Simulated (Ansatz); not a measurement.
A run on C$_{2}$H$_{9}$FGeOSi, SMILES `CO[Si](C)(F)[GeH3]` with other settings.

```yaml
crystal:
  periodic: [false, false, false]
  atoms:
    - {symbol: C, position_ang: [-0.714783, 2.214870, -0.255477]}
    - {symbol: O, position_ang: [-0.544045, 0.958604, -0.873895]}
    - {symbol: Si, position_ang: [-0.420475, -0.475430, -0.105150]}
    - {symbol: C, position_ang: [-0.214712, -1.772105, -1.405035]}
    - {symbol: F, position_ang: [-1.784352, -0.757921, 0.697689]}
    - {symbol: Ge, position_ang: [1.309865, -0.444267, 1.541525]}
    - {symbol: H, position_ang: [-1.720035, 2.311406, 0.164716]}
    - {symbol: H, position_ang: [0.016083, 2.374405, 0.545233]}
    - {symbol: H, position_ang: [-0.573829, 2.988183, -1.011703]}
    - {symbol: H, position_ang: [0.711362, -1.614414, -1.962150]}
    - {symbol: H, position_ang: [-0.183820, -2.768217, -0.958044]}
    - {symbol: H, position_ang: [-1.050727, -1.732739, -2.108020]}
    - {symbol: H, position_ang: [1.076951, 0.641710, 2.606803]}
    - {symbol: H, position_ang: [2.678037, -0.174821, 0.888858]}
    - {symbol: H, position_ang: [1.392582, -1.800063, 2.264048]}
basis:
  gaussian: {orbitals: def2-SVP, final_grid: {core_spheres: 20, valence_spheres: 16, degree: 47}}
hamiltonian: {xc: {name: HSE06}}
correlation: {method: rpa}
accuracy: high
```

```sh
$ ansatz run in.yaml --threads 2 --pin off --events-out ev --progress --plain --max-ram 32768MiB --backend cpu
```

Output, abridged:

```
Functional definition: HSE06
3450 factors; integrals over basis functions are off by at most 7.7e-8 eV
131 factors; integrals over basis functions are off by at most 1.8e-9 eV
mean field evaluation 1: about -71341.4788 eV, gradient 6.4e1 eV
mean field evaluation 2: about -71341.7928 eV, gradient 6.4e1 eV
mean field evaluation 4: about -71349.7684 eV, gradient 1.4e1 eV
mean field evaluation 8: about -71350.1428 eV, gradient 8.2e-1 eV
mean field evaluation 16: about -71350.1443 eV, gradient 2.2e-4 eV
mean field -71350.14429084 eV, -2622.0694398236 hartree, gradient 2.4e-8 eV, S^2 0.000000; 0 other end points of the search recorded, 0 dependent functions left out
18 core orbitals not correlated: weight in the atoms' cores, before any rotation towards them, 1.000 or more for the frozen orbitals, at most 0.000 for the correlated occupied ones
reference -71269.24394143 eV, -2619.0964068189 hartree; 24, 24 occupied and 109, 109 virtual orbitals, 3450 factors
Total energy: -71308.68379471 eV, -2620.5457946939 hartree
```

Run time 28 s (2 threads of an AMD EPYC 7R13 on a shared host); peak host memory 0.95 GiB.
